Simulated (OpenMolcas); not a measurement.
V4+, Nb4+, Ta4+: d down the group

```json
{"Program": "OpenMolcas 26.06", "Method": "CASSCF", "Basis": "ANO-RCC-VTZP", "Scalar Hamiltonian": "DKH2, point nucleus", "Spin-orbit coupling": "state interaction with AMFI integrals over the reference wave functions, term energies averaged over their components"}
```

Active space for each ion: 1 electron in 10 orbitals (d d).

Computed levels in cm-1 above 2D 3/2:

| Level | V4+ | Nb4+ | Ta4+ |
| --- | --- | --- | --- |
| 2D 5/2 | 612 | 1848 | 6757 |
| weight of 2D in the lowest level (%) | 100 | 100 | 100 |

Measured, with the error of the calculation in %. Measured levels: V4+ from Sugar and Corliss, J. Phys. Chem. Ref. Data 7, 1191 (1978); Nb4+ from Moore, Atomic Energy Levels, vol. II, NSRDS-NBS 35 (1971 reprint of NBS Circular 467, 1952).

| Level | V4+ | Nb4+ |
| --- | --- | --- |
| 2D 5/2 | 625 (-2.1) | 1870 (-1.2) |

The fine-structure level 2D 5/2 changes by a factor of 11 from V4+ to Ta4+.

With one active electron the reference holds no correlation, so core polarisation is missing. With one active electron outside closed inactive shells, the extra shells (4d) add no correlation to the reference (holds for V4+). With one active electron outside closed inactive shells, the extra shells (5d) add no correlation to the reference (holds for Nb4+). With one active electron outside closed inactive shells, the extra shells (6d) add no correlation to the reference (holds for Ta4+). Computed and measured levels are paired by configuration, term and J; levels that our copy of the source lacks, or whose pairing is in doubt (as where it misses far off the trend of its configuration), stay unpaired and out of the deviations. Only configurations of the active space appear.
